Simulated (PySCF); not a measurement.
PySCF 2.14 output of an unrestricted LDA calculation on a single atom or ion in aug-cc-pVDZ-PP with ECP60MDF (5s5p4d2f, 54 functions), with a scalar-relativistic core potential:

```
SCF conv_tol = 1e-09
number electrons alpha = 8  beta = 4
    P. A. M. Dirac.,  Math. Proc. Cambridge Philos. Soc. 26, 376 (1930)
    F. Bloch.,  Z. Phys. 57, 545 (1929)
    S. H. Vosko, L. Wilk, and M. Nusair.,  Can. J. Phys. 58, 1200 (1980)
cycle= 1 E= -48.1251815224712  delta_E= -0.00365  |g|= 0.00463  |ddm|= 0.984
cycle= 2 E= -48.125188543753  delta_E= -7.02e-06  |g|= 0.00232  |ddm|= 0.0627
cycle= 3 E= -48.1251915880635  delta_E= -3.04e-06  |g|= 0.000163  |ddm|= 0.0207
cycle= 4 E= -48.1251916077285  delta_E= -1.97e-08  |g|= 1.66e-05  |ddm|= 0.00171
cycle= 5 E= -48.1251916079537  delta_E= -2.25e-10  |g|= 3.35e-08  |ddm|= 0.000138
converged SCF energy = -48.1251916079537  <S^2> = 6.0002748  2S+1 = 5.0001099
```

The run itself started from symmetry-adapted Hartree-Fock orbitals and held the occupation by maximum overlap, on a logarithmic radial grid, so the iterations belong to that start.

Problem. Which element, charge and spin multiplicity is this?

Solution. Hf (hafnium, neutral), multiplicity 5; the state was [Xe] 4f14 5d2 6s1 7s1, high-spin 5F determinant (an excited configuration).

Energies and moments cover only the electrons outside the core potential. Spin-orbit coupling, absent here, splits the open shell strongly. The outer electron is Rydberg-like, and this basis confines it to a smaller radius and binds it less than a complete one would.
